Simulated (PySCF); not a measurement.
Mapped SMILES: `[CH3:1][C:2]#[C:3][Si@@H:4]([O:5][SiH3:6])[Si@@H:7]([CH3:8])[PH2:9]`. Each H is labelled by its parent atom.

Theory: σ from GIAO-PBE0/pcSseg-1, geometry from GFN2-xTB, in PySCF 2.14 (rapidly exchanging positions averaged, no relativistic terms, a single conformation, no solvent model).

Scale: ¹³C (σ = 186.93 ppm), ¹H (σ = 31.72 ppm), ²⁹Si (σ = 349.16 ppm) vs TMS; ¹⁷O (σ = 336.08 ppm) against H2O; H3PO4 for ³¹P (σ = 318.38 ppm) (reference shieldings calculated alike).

```json
{"atoms": "Si4", "nucleus": "²⁹Si", "count": "1", "δ (ppm)": "?"}
{"atoms": "C3", "nucleus": "¹³C", "count": "1", "δ (ppm)": "86.4"}
{"atoms": "H(C8)", "nucleus": "¹H", "count": "3", "δ (ppm)": "?"}
{"atoms": "H(Si6)", "nucleus": "¹H", "count": "3", "δ (ppm)": "?"}
{"atoms": "H(C1)", "nucleus": "¹H", "count": "3", "δ (ppm)": "2.13"}
{"atoms": "O5", "nucleus": "¹⁷O", "count": "1", "δ (ppm)": "12.4"}
{"atoms": "H(P9)", "nucleus": "¹H", "count": "2", "δ (ppm)": "1.06"}
{"atoms": "C8", "nucleus": "¹³C", "count": "1", "δ (ppm)": "-7.1"}
{"atoms": "H(Si4)", "nucleus": "¹H", "count": "1", "δ (ppm)": "?"}
{"atoms": "Si6", "nucleus": "²⁹Si", "count": "1", "δ (ppm)": "-44.7"}
{"atoms": "C1", "nucleus": "¹³C", "count": "1", "δ (ppm)": "6.0"}
{"atoms": "Si7", "nucleus": "²⁹Si", "count": "1", "δ (ppm)": "-56.8"}
{"atoms": "H(Si7)", "nucleus": "¹H", "count": "1", "δ (ppm)": "4.48"}
{"atoms": "P9", "nucleus": "³¹P", "count": "1", "δ (ppm)": "-303.9"}
{"atoms": "C2", "nucleus": "¹³C", "count": "1", "δ (ppm)": "?"}
```

Complete the table.

Answers


- C2: 115.5 ppm, alkyne carbon
- H(Si4): 5.48 ppm, hydrogen on a silicon bonded to C, O, Si
- H(Si6): 5.11 ppm, hydrogen on a silicon bonded to O
- H(C8): 0.20 ppm, hydrogen on a methyl carbon bonded to Si; an electropositive neighbour shields it, as in TMS itself
- Si4: -39.6 ppm, silicon bonded to C, O, Si, H

Shifts are as computed. Against solution values, carbons near 30 ppm lie about +3 ppm off and those near 130 ppm about +5 ppm. Of 1211 compounds with measured shifts, 218 miss one by over three times the rms of a fit or turn the order of signals round; such compounds aren't used in these exercises. Experimental scales use liquid or dissolved standards, which lie at an offset from isolated H2O (liquid H2O: subtract about 36 ppm) and H3PO4.
